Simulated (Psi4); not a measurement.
Level of theory: Psi4 1.11 with SAPT0/jun-cc-pVDZ, frozen core.

Psi4 input:

```
molecule {
0 1
C -0.65763020 0.07704755 -0.01462527
C 0.65763157 -0.07704992 0.01462505
H -1.32985790 -0.77136341 -0.05760095
H -1.11691472 1.05800073 0.00320665
H 1.32985156 0.77136457 0.05760924
H 1.11691968 -1.05799953 -0.00321472
--
-1 1
Br -2.56966754 3.35915893 0.03223069
units angstrom
symmetry c1
no_reorient
no_com
}
set basis jun-cc-pvdz
set scf_type df
set freeze_core true
energy('sapt0')
```

Part of the output:

```
    SAPT Results
  --------------------------------------------------------------------------------------------------------
    Electrostatics                 -6.86909462 [mEh]      -4.31042195 [kcal/mol]     -18.03480544 [kJ/mol]
      Elst10,r                     -6.86909462 [mEh]      -4.31042195 [kcal/mol]     -18.03480544 [kJ/mol]

    Exchange                        9.24632474 [mEh]       5.80215637 [kcal/mol]      24.27622226 [kJ/mol]
      Exch10                        9.24632474 [mEh]       5.80215637 [kcal/mol]      24.27622226 [kJ/mol]
      Exch10(S^2)                   9.16636175 [mEh]       5.75197884 [kcal/mol]      24.06627947 [kJ/mol]

    Induction                      -5.52474009 [mEh]      -3.46682675 [kcal/mol]     -14.50520310 [kJ/mol]
      Ind20,r                      -8.01306604 [mEh]      -5.02827486 [kcal/mol]     -21.03830200 [kJ/mol]
      Exch-Ind20,r                  3.97856160 [mEh]       2.49658510 [kcal/mol]      10.44571205 [kJ/mol]
      delta HF,r (2)               -1.49023565 [mEh]      -0.93513699 [kcal/mol]      -3.91261315 [kJ/mol]

    Dispersion                     -2.42444090 [mEh]      -1.52135964 [kcal/mol]      -6.36536871 [kJ/mol]
      Disp20                       -3.25424218 [mEh]      -2.04206780 [kcal/mol]      -8.54401166 [kJ/mol]
      Exch-Disp20                   0.82980128 [mEh]       0.52070816 [kcal/mol]       2.17864295 [kJ/mol]
      Disp20 (SS)                  -1.62712109 [mEh]      -1.02103390 [kcal/mol]      -4.27200583 [kJ/mol]
      Disp20 (OS)                  -1.62712109 [mEh]      -1.02103390 [kcal/mol]      -4.27200583 [kJ/mol]
      Exch-Disp20 (SS)              0.46209518 [mEh]       0.28996910 [kcal/mol]       1.21323073 [kJ/mol]
      Exch-Disp20 (OS)              0.36770610 [mEh]       0.23073906 [kcal/mol]       0.96541222 [kJ/mol]

  Total HF                         -3.14750997 [mEh]      -1.97509232 [kcal/mol]      -8.26378628 [kJ/mol]
  Total SAPT0                      -5.57195087 [mEh]      -3.49645196 [kcal/mol]     -14.62915500 [kJ/mol]
```
